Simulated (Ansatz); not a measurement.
Total energies of AsMe2H (C₂H₇As) from Ansatz at PBE-D4/def2-TZVP, gas phase (1 Eh = 27.2114 eV = 2625.5 kJ/mol). The reference geometry is relaxed at PBE-D4/def2-SVP.

```xyz
10

As   -0.765   -0.654   -0.632
C     0.678   -1.187    0.631
H     0.279   -1.141    1.664
H     1.567   -0.532    0.555
H     0.975   -2.234    0.422
C    -0.717    1.300   -0.252
H    -1.306    1.835   -1.022
H     0.315    1.700   -0.237
H    -1.192    1.481    0.733
H     0.165   -0.568   -1.863
```

| state | geometry | energy (Eh) |
| --- | --- | --- |
| charge 0 singlet | reference | -2315.87276 |
| charge 1 doublet | reference | -2315.54217 |
| charge 1 doublet | relaxed at PBE-D4/def2-SVP | -2315.56738 |
| free As atom (quartet) | – | -2235.47024 |
| free C atom (triplet) | – | -37.79597 |
| free H atom (doublet) | – | -0.49962 |

Q: Work out the vertical ionisation energy to the doublet.

A: E(charge 1 doublet) − E(charge 0 singlet) = -2315.54217 − (-2315.87276) = 0.33059 Eh = 9.00 eV. For comparison, −ε of the highest occupied level is 5.77 eV at this level, 3.23 eV less.

Q: How much does the charge 1 doublet relax, and what is the adiabatic ionisation energy?

A: Relaxation: -2315.54217 − (-2315.56738) = 0.02521 Eh = 0.69 eV. Adiabatic ionisation energy: 0.30538 Eh = 8.31 eV, without zero-point energy. 

Q: What is the binding energy per atom against free atoms?

A: Atoms: 1 × (-2235.47024) + 2 × (-37.79597) + 7 × (-0.49962) = -2314.55952 Eh. Binding: -2314.55952 − (-2315.87276) = 1.31324 Eh = 35.74 eV, or 3.57 eV for each of 10 atoms (no zero-point energy, no counterpoise term).
